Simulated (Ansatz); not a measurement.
A geometry relaxed with B3LYP-D3(BJ)/def2-TZVP (Ansatz, a quantum-chemistry and plane-wave program), charge 0, multiplicity 1:

```xyz
11

C     -1.1193    -1.6249    -0.1952
H     -1.7019    -1.6183    -1.1191
H      0.3393     2.1785    -1.1959
Ga     0.2515    -0.2040    -0.2602
C     -0.0280     1.7539    -0.2597
H      0.5356     2.2111     0.5551
H     -0.6679    -2.6087    -0.0767
H     -1.0808     2.0126    -0.1483
H      2.9209     0.2849    -0.3946
S      2.3609    -0.9358    -0.3537
H     -1.8104    -1.4493     0.6311
```

Q: Write the SMILES of this molecule.

A: `[CH3][Ga]([CH3])[SH]`
